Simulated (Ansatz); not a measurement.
Cost and result up the ladder for BeMeI (CH₃BeI) (6 atoms). Charge 0, multiplicity 1. Geometry: r2SCAN-D4/def2-TZVP.

Cartesian coordinates in Å:
```
Be 0.9519 -0.0240 0.0776
C -0.7133 0.0180 -0.0608
H -1.0358 0.2529 -1.0805
H -1.1586 0.7735 0.5953
H -1.1702 -0.9414 0.2041
I 3.1259 -0.0788 0.2644
```

Ansatz on 4 threads of Arm Neoverse V1 on a shared host. Times are rough, and most runs start from the orbitals of an earlier one. ωB97X-V/def2-TZVP serves as the yardstick here, not as an exact answer. Differences are given only for rows in sets of like size (and for xTB, whose basis is part of the method), since another set adds its own error. Binding counts from free atoms at the same level (Be singlet, C triplet, H doublet, I doublet; other spins of the atoms weren't run), without zero-point energy or a counterpoise term.

In the def2 sets I takes a core potential; there is no spin–orbit coupling. LC-ωPBE has ω = 0.4 bohr⁻¹. Correlated methods freeze 5 core orbitals; core or outer-core shells of I are correlated, in sets that lack core-valence functions.

Correlated methods converge slowly with the basis.

| level | functions | wall time | binding energy per atom (eV) | difference from ωB97X-V/def2-TZVP (eV) |
| --- | --- | --- | --- | --- |
| HF/def2-TZVP | 118 | 0.5 s | 2.61 | -0.74 |
| PBE-D4/def2-SVP | 64 | 0.5 s | 3.41 | – |
| PBE0-D4/def2-SVP | 64 | 0.71 s | 3.39 | – |
| PBE-D4/def2-TZVP (with forces) | 118 | 0.96 s | 3.40 | 0.05 |
| LC-ωPBE/def2-TZVP | 118 | 1 s | 3.34 | 0.00 |
| PBE-D4/def2-TZVPD | 145 | 1.1 s | 3.41 | 0.06 |
| CAM-B3LYP-D4/def2-TZVP | 118 | 1.1 s | 3.36 | 0.02 |
| PBE0-D4/def2-TZVP | 118 | 1.3 s | 3.37 | 0.03 |
| r2SCAN-D4/def2-TZVP | 118 | 1.7 s | 3.39 | 0.04 |
| r2SCAN0-D4/def2-TZVP | 118 | 1.8 s | 3.36 | 0.01 |
| r2SCAN-D4/def2-TZVPD | 145 | 2.3 s | 3.39 | 0.04 |
| ωB97X-V/def2-TZVP | 118 | 3.1 s | 3.35 | 0.00 |
| CCSD(T)/def2-TZVPP | 142 | 18 s | 3.23 | -0.12 |
| CCSD(T)/def2-TZVPD | 145 | 19 s | 3.21 | -0.14 |
